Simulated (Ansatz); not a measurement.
Frontier orbitals of CH₇BOSSi, SMILES `CSBO[SiH3]`.

Charge 0, multiplicity 1. The geometry is a stationary point of PBE0-D4/def2-TZVP. It is one conformer, not always the lowest. Basis def2-TZVPP, Ansatz 0.2.0.

Orbital energies of one run (eV). Highest occupied ones, from the top: -7.35, -8.17, -9.37, -9.50, -10.19, -11.00, -11.61, -12.25, -12.36, -12.80, -13.65, -16.56, -18.24, -22.01. Empty: -0.20, 0.00, 0.81, 1.58, 1.71, 1.78.

(1) Which functional gave them?
A. r2SCANh
B. BLYP
C. r2SCAN
D. PBE0

Answers

(1) D. HOMO energies: PBE0 -7.35, BLYP -6.01, r2SCANh -6.87, r2SCAN -6.43 eV.
